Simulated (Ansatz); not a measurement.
`[NH2][Ti]([NH2])([NH2])[Cl]` and `[NH2][Ti]([NH2])([NH2])[F]` differ in one atom or group.

Ansatz, PBE0-D4/def2-TZVP geometries, multiplicity 1. Each molecule was computed in one conformer, which needn't be the lowest.

Scalar relativity is left out up to krypton.

```tsv
property	`[NH2][Ti]([NH2])([NH2])[Cl]`
HOMO–LUMO gap (B3LYP/def2-TZVPP) / eV	5.69
HOMO–LUMO gap (PBE/def2-TZVPP) / eV	3.86
HOMO energy (PBE0/def2-TZVPP) / eV	-7.54
LUMO energy (PBE0/def2-TZVPP) / eV	-1.33
size of the dipole moment (ωB97M-V/def2-TZVPP) / D	2.90
LUMO energy (PBE/def2-TZVPP) / eV	-2.31
```

(1) Give the same properties after the change, and the shifts. (Best estimate.)

Answers

(1) Computed: 
```json
{"property": "HOMO–LUMO gap (B3LYP/def2-TZVPP) / eV", "`[NH2][Ti]([NH2])([NH2])[F]`": "5.70", "shift": "0.01"}
{"property": "HOMO–LUMO gap (PBE/def2-TZVPP) / eV", "`[NH2][Ti]([NH2])([NH2])[F]`": "3.85", "shift": "-0.01"}
{"property": "HOMO energy (PBE0/def2-TZVPP) / eV", "`[NH2][Ti]([NH2])([NH2])[F]`": "-7.23", "shift": "0.31"}
{"property": "LUMO energy (PBE0/def2-TZVPP) / eV", "`[NH2][Ti]([NH2])([NH2])[F]`": "-1.00", "shift": "0.33"}
{"property": "size of the dipole moment (ωB97M-V/def2-TZVPP) / D", "`[NH2][Ti]([NH2])([NH2])[F]`": "2.08", "shift": "-0.82"}
{"property": "LUMO energy (PBE/def2-TZVPP) / eV", "`[NH2][Ti]([NH2])([NH2])[F]`": "-2.01", "shift": "0.30"}
```

Dipoles are sizes alone; their direction can turn.

B3LYP here is the variant with VWN-RPA as its local correlation; programs differ in this.
